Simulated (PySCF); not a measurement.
Species: CH11NSi3.
SMILES with atom numbers: `[NH2:1][Si@@H:2]([SiH3:3])[CH2:4][SiH3:5]` (hydrogens: H6, H7 on N1; H8 on Si2; H9, H10, H11 on Si3; H12, H13 on C4; H14, H15, H16 on Si5)

All values: PBE0/def2-SVPD (PySCF, non-relativistic), on one gas-phase PBE0-D3(BJ)/def2-SVP geometry that isn't relaxed in the solvent. The solvent is an IEF-PCM continuum (van der Waals radii × 1.2). The model holds no explicit solvent molecules, cavitation or dispersion.

Gas phase at PBE0/def2-SVPD: HOMO -7.42 eV, LUMO -0.02 eV, dipole 1.43 D.

Problem. What does the continuum do to the energy, the frontier levels and the dipole at PBE0/def2-SVPD in cyclohexane and acetone?

Solution. 
| solvent | ε | E(solvent) − E(gas) (kcal/mol) | polarisation term (kcal/mol) | distortion of the solute (kcal/mol) | HOMO (eV) | LUMO (eV) | dipole (D) |
| --- | --- | --- | --- | --- | --- | --- | --- |
| cyclohexane | 2.017 | -1.26 | -1.32 | 0.06 | -7.33 | 0.09 | 1.61 |
| acetone | 20.49 | -3.23 | -3.67 | 0.44 | -7.26 | 0.19 | 1.94 |

The polarisation term is half the interaction of the solute with the surface charges that it induces; the rest is the cost of distorting the solute's density. The sum is the electrostatic part of solvation alone. From cyclohexane to acetone the lowering changes by a factor 2.58, Onsager's factor (ε − 1)/(2ε + 1) by 2.30 and ε itself by 10.2.

Problem. Which radius a makes the point-dipole formula ΔE = −[(ε − 1)/(2ε + 1)]·μ²/a³ give the value in acetone, with the gas-phase dipole?

Solution. μ = 0.563 au and |ΔE| = 0.00515 Eh give a = 1.62 Å; the farthest nucleus lies 3.52 Å from the centroid of the nuclei, so such a sphere wouldn't even hold the nuclei. The formula assumes a rigid point dipole at the centre of a sphere.

Problem. How does the static polarisability (PBE0/def2-SVPD, frozen core, with the continuum's full static response) change?

Solution. 
```json
{"medium": "gas", "isotropic (au)": "107.0", "principal values (au)": "96.8, 103.3, 120.9", "⟨r²⟩ of the electrons (bohr²)": "1157.7"}
{"medium": "cyclohexane", "isotropic (au)": "121.3", "principal values (au)": "110.4, 117.8, 135.6", "⟨r²⟩ of the electrons (bohr²)": "1157.9"}
{"medium": "acetone", "isotropic (au)": "147.4", "principal values (au)": "137.6, 146.0, 158.5", "⟨r²⟩ of the electrons (bohr²)": "1158.1"}
```

The isotropic value in acetone is 1.38 times the gas-phase one; no cavity-field correction is applied. ⟨r²⟩ is taken about the centre of nuclear charge.

Conformer computed: `[NH2:1][Si@@H:2]([SiH3:3])[CH2:4][SiH3:5]`: N1–Si2–C4–Si5 -37°, H–N1–Si2–Si3 -179°, H–N1–Si2–Si3 42°.
